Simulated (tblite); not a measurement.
A tight-binding relaxation on `C[C](C)(Br)[Ge@H]([F])[Br]`.

Computed with GFN2-xTB geometry optimisation, gas phase (tblite 0.8.0). Start geometry: from a force field or distance geometry. The input is one job of a driver script: a line of settings, then coordinates in Å.

Command:
```bash
OMP_NUM_THREADS=1 python probes_run.py task.json out
```

Input:
```
{"job": {"kind": "relax", "xc": "GFN2-xTB", "basis": "xTB"}, "charge": 0, "multiplicity": 1}
C     -0.886000    -1.222200    -0.154700
C     -0.317500     0.082700     0.346400
C     -0.725800     1.273600    -0.451300
Br    -0.995100     0.349700     2.129600
Ge     1.631100    -0.000100     0.310500
F      2.238400     1.249600    -0.791600
Br     2.379800    -2.071900    -0.474400
H     -1.981100    -1.249700    -0.008800
H     -0.467100    -2.035100     0.487800
H     -0.663100    -1.416400    -1.207400
H     -0.232200     1.203600    -1.450400
H     -0.283700     2.167400     0.044800
H     -1.835600     1.377500    -0.544200
H      2.137200     0.290700     1.741500
```

Output:
```
step      E/eV     max force
  0    -677.67451    1.471
  1    -677.79095    0.845
  2    -677.85672    0.506
  3    -677.88353    0.512
  4    -677.93650    0.570
  5    -677.96926    0.497
  6    -677.99348    0.391
  7    -678.00837    0.289
  8    -678.02023    0.325
  9    -678.02806    0.256
... (85 lines left out)
 95    -678.08983    0.019
 96    -678.08992    0.025
 97    -678.08998    0.021
 98    -678.09004    0.019
 99    -678.09009    0.018
100    -678.09014    0.020
101    -678.09020    0.027
102    -678.09025    0.022
103    -678.09028    0.012
104    -678.09030    0.009
```

«max force» is the largest atomic force in eV/Å.

From which step on does the largest force stay under 0.1 eV/Å, and how much energy is left to gain from there?

From step 90 (0.061 eV/Å), 1.0 meV above the end.

In short: energy lowered by 9.6 kcal/mol over 104 steps; largest atomic force 0.009 eV/Å at the end.

Give the final coordinates.

0.469 Å rms from the input after alignment:
```
atom  x, y, z in Å
C1    -0.9367   -1.1848   -0.3675
C2    -0.3295    0.0276    0.2989
C3    -0.8107    1.3305   -0.2975
Br4   -0.7845    0.0058    2.2375
Ge5    1.7013   -0.0315    0.3736
F6     2.2747    0.6025   -1.1819
Br7    2.5512   -2.1433    0.5326
H8    -2.0253   -1.1387   -0.3296
H9    -0.6157   -2.1103    0.1138
H10   -0.6257   -1.2138   -1.4139
H11   -0.5058    1.3816   -1.3436
H12   -0.3855    2.1876    0.2264
H13   -1.8975    1.3976   -0.2434
H14    2.3888    0.8888    1.3724
```

The run took 0.9 s on Arm Neoverse V1, one thread, shared host with 32 logical CPUs at a one-minute load of 28.
Labels such as C1 count atoms from 1, the log's own numbers from 0.
